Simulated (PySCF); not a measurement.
F2Mn (SMILES [F][Mn][F]), sextet, at a GFN2-xTB geometry (such geometries of metal compounds can be far from the true shape). Base run: PBE/def2-SVP (PySCF).

Geometry (Å):
```xyz
3

Mn     0.0098     0.0003    -0.0017
F     -0.2418     1.2820    -1.0990
F      0.2146    -1.2827     1.1037
```
Charge 0, spin multiplicity 6.
Orbitals are unrestricted.
All else is at PySCF's defaults.

Each row names what was changed in the base input (with any setting that the change needs).

```tsv
change	basis functions	E (Eh)	HOMO (eV)	dipole (D)
base	59	-1350.03634	-5.78	0.09
basis = x2c-TZVPall; relativity = spin-free X2C; nucleus = Gaussian (with nucmod='G')	110	-1358.20938	-6.34	0.08
basis = jorge-DZP-DKH; relativity = spin-free X2C	73	-1357.91968	-5.26	0.08
basis = x2c-TZVPall; relativity = none	110	-1348.13689	-6.42	0.09
basis = cc-pVTZ-DK; relativity = spin-free X2C	128	-1358.21760	-6.26	0.08
basis = jorge-DZP-DKH; relativity = none	73	-1348.28339	-5.34	0.08
basis = x2c-TZVPall; relativity = spin-free X2C	110	-1358.21257	-6.34	0.08
basis = cc-pVTZ-DK; relativity = spin-free X2C; nucleus = Gaussian (with nucmod='G')	128	-1358.21400	-6.26	0.08
basis = jorge-DZP-DKH; relativity = spin-free X2C; nucleus = Gaussian (with nucmod='G')	73	-1357.91639	-5.26	0.08
basis = cc-pVTZ-DK; relativity = none	128	-1347.13051	-6.33	0.08
```

Absolute energies of different levels of theory aren't comparable as measures of quality.

Open shells are given as the SCF converged; they aren't shown to be the lowest states, and a large step between rows can be another state.

Basis sets contracted for a relativistic Hamiltonian are a mismatch without it, so the rows without relativity aren't non-relativistic limits. No row has spin-orbit coupling; sets with core potentials leave out the core electrons.
